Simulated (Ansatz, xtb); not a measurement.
# Redistribution: C2H4ClF + C2H3I → C2H4FI + C2H3Cl

Species: C2H4ClF `CC(F)Cl`, singlet; C2H3I (vinyl iodide) `C=CI`, singlet; C2H4FI `CC(F)I`, singlet; C2H3Cl `C=CCl`, singlet. The partners trade Cl for I; both sit on C, so the bond types are kept.

Shapes, held fixed at every level: PBE0-D4/def2-TZVP. Programs: Ansatz 0.2.0, xtb 6.7.1. The zero-point and thermal change to 298 K, harmonic and unscaled (PBE0-D4/def2-TZVP), is +0.1 kJ/mol.

(1) Estimate ΔH(298 K) of this reaction.

Results:

(1) The highest level, CCSD(T)/def2-TZVPP, gives ΔH(298 K) = +9.5 kJ/mol; the levels span +1.3 to +15.2. The column of differences is taken from that level and isn't an error. No measured value is set beside it here. For atoms past krypton def2 sets carry core potentials with scalar relativity. Outer-core shells of I are correlated, in sets that cover them unevenly.

```tsv
level	kind	ΔH(298 K) (kJ/mol)	less CCSD(T)/def2-TZVPP
GFN1-xTB	semi-empirical	+1.3	-8.2
HF/def2-SVP	Hartree–Fock	+15.2	+5.7
SPW92/def2-TZVPP	LDA	+2.9	-6.6
B3LYP-D4/def2-TZVPP	global hybrid	+4.7	-4.8
r2SCAN0-D4/def2-TZVPP	global hybrid	+6.6	-2.9
B2PLYP/def2-TZVPP	double hybrid	+7.4	-2.1
MP2/def2-SVP	perturbation theory	+11.2	+1.7
CCSD(T)/def2-TZVPP	coupled cluster or CI	+9.5	0.0
```
